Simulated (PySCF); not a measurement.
MoOCl2, SMILES [O]=[Mo]([Cl])[Cl] (connectivity only; charge and spin as stated), neutral, multiplicity 3.

Geometry: PBE0-D3(BJ)/def2-SVP. The spin state was assumed, not searched. The def2 effective core potentials stand for the cores of Mo; spin–orbit coupling is left out.

Two levels are set side by side: PBE/def2-TZVPD (PySCF) and PBE0/def2-TZVPD (PySCF). Same geometry, gas phase. Differences are taken from unrounded values.

```csv
quantity,PBE
α-spin orbital gap (eV),1.55
β-spin orbital gap (eV),3.70
dipole moment (D),0.16
mean polarisability (bohr³),74.6
```

These are the PBE values. What does PBE0 give? (The exact figures need the calculation; the answer reports its results.)


```json
[
 {"quantity": "α-spin orbital gap (eV)", "PBE0": "4.07", "PBE minus PBE0": "-2.52"},
 {"quantity": "β-spin orbital gap (eV)", "PBE0": "6.10", "PBE minus PBE0": "-2.40"},
 {"quantity": "dipole moment (D)", "PBE0": "0.20", "PBE minus PBE0": "-0.04"},
 {"quantity": "mean polarisability (bohr³)", "PBE0": "70.3", "PBE minus PBE0": "4.3"}
]
```

PBE's more diffuse valence density responds more strongly to a field. Differences between two approximate levels are no errors against the true value.

Rough cost on one machine, each run with all the roots and properties that it gave: PBE0 against PBE within a factor of 2.
